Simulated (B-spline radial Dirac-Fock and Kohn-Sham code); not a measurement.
# Relativistic shifts of the levels of Zr¹¹⁺

System: the Zr¹¹⁺ ion, configuration [Ar] 3d10 4s1.

Both columns are ΔSCF binding energies of the configuration average from a radial finite-basis atomic code: non-relativistic Hartree-Fock with a point nucleus, and Dirac-Fock with a finite nucleus and the Coulomb interaction alone, averaged over the two j levels with weights 2j+1.

```tsv
shell	Hartree-Fock (eV)	Dirac-Fock (eV)	shift (eV)	shift (%)
1s	17874.3	18277.3	+403.02	+2.25
2s	2674.5	2769.4	+94.90	+3.55
2p	2458.0	2483.4	+25.34	+1.03
3p	550.7	556.2	+5.44	+0.99
3d	401.5	399.2	-2.29	-0.57
4s	231.0	235.2	+4.14	+1.79
```

Relativity binds 1s, 2s, 2p, 3p, 4s more strongly, among those listed most of all 2s in relative terms, and 3d more weakly, because the contracted s and p shells screen the nucleus better.

Values without a named source are computed, but for edge energies of neutral atoms, which are taken from tables.
